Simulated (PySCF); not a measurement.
Start geometry of `C#[C][Ge]([F])([F])[NH2]` from GFN2-xTB (Å):
```
atom  x, y, z in Å
C1     2.2863    1.2467    0.1145
C2     1.3039    0.5582    0.1713
Ge3   -0.2304   -0.5456    0.3117
N4    -1.6178   -0.1719   -0.7515
F5     0.1693   -2.1854   -0.0175
F6    -0.6712   -0.6367    1.9997
H7     3.1453    1.8542    0.0562
H8    -2.0191    0.7527   -0.7114
H9    -2.3529   -0.8662   -0.7709
```

Q: What comes out of this run: PBE0-D3(BJ)/def2-SVP geometry optimisation, gas phase in PySCF?

A: 
```
atom  x, y, z in Å
C1     2.0776    1.3948   -0.2927
C2     1.2166    0.5891   -0.0028
Ge3   -0.1434   -0.6291    0.4303
N4    -1.6291   -0.3377   -0.5161
F5     0.3667   -2.2513    0.1596
F6    -0.4041   -0.6111    2.1403
H7     2.8459    2.1035   -0.5499
H8    -1.8684    0.6324   -0.6927
H9    -2.4506   -0.8836   -0.2770
```

The energy falls by 1.2 kcal/mol over 14 energy and gradient evaluations, the largest force component goes from 0.0316 to 2.2e-04 Eh/bohr, and the atoms move by 0.169 Å rms after alignment. The bond that changes most is C1–H7 (terminal alkyne carbon to alkyne hydrogen), which lengthens by 0.023 Å. Bonds longer at the end by more than 0.005 Å: 3 of 8; shorter: 2. Among the angles that change most is C2–Ge3–N4, from 117.5° to 112.0°. Among the dihedrals that turn most is F5–Ge3–N4–H8, from 180° to -161°. Rotational constants go from 3505, 1918, 1853 to 3450, 1945, 1876 MHz. The orientation of the end geometry is arbitrary; only internal coordinates are fixed.

The run used 117 basis functions and 102 SCF cycles in all. On one thread of an Arm Neoverse N1, on a shared host, this took 2.0 min of wall time.

No frequency check. The numbers are those of one conformer.
